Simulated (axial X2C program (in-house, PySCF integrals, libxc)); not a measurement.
# Spin–orbit effects down a group: molecules with Sr (ions), PBE0

All values come from calculations with an in-house relativistic program for diatomic molecules, spin-free (one-electron X2C) or two-component (2c: spin–orbit coupling with atomic mean-field Coulomb and Gaunt terms, which also bring small scalar terms), in Dyall basis sets with cores contracted in-house; open shells are unrestricted.

Basis sets: Br dyall-acv3z, Cl dyall-av3z, F dyall-av3z, I dyall-acv3z, Sr dyall-acv3z.

```json
{"molecule": "SrF⁻", "spin-free state": "M_S = 0, Λ = 0", "Re (Å)": "2.119", "ωe (cm⁻¹)": "444.3", "De (eV)": "3.21", "2c state": "Ω = 0", "Re 2c (Å)": "2.119", "ωe 2c (cm⁻¹)": "444.3", "De 2c (eV)": "3.21"}
{"molecule": "SrCl⁻", "spin-free state": "M_S = 0, Λ = 0", "Re (Å)": "2.675", "ωe (cm⁻¹)": "242.0", "De (eV)": "1.90", "2c state": "Ω = 0", "Re 2c (Å)": "2.675", "ωe 2c (cm⁻¹)": "242.0", "De 2c (eV)": "1.90"}
{"molecule": "SrBr⁻", "spin-free state": "M_S = 0, Λ = 0", "Re (Å)": "2.857", "ωe (cm⁻¹)": "167.0", "De (eV)": "1.63", "2c state": "Ω = 0", "Re 2c (Å)": "2.857", "ωe 2c (cm⁻¹)": "166.8", "De 2c (eV)": "1.63"}
{"molecule": "SrI⁻", "spin-free state": "M_S = 0, Λ = 0", "Re (Å)": "3.140", "ωe (cm⁻¹)": "125.6", "De (eV)": "1.29", "2c state": "Ω = 0", "Re 2c (Å)": "3.142", "ωe 2c (cm⁻¹)": "125.2", "De 2c (eV)": "1.28"}
```

Fragments in 2c: Sr + F-, Sr + Cl-, Sr + Br-, I- + Sr. Each entry is the lowest single determinant of a limited PBE0 search at one distance. De goes to single-determinant-based atoms at the same level (for ions the charge split of lowest energy) and is withheld (n/a) where an atom does not fit its ground term or J level. Main or longest-lived isotopes.
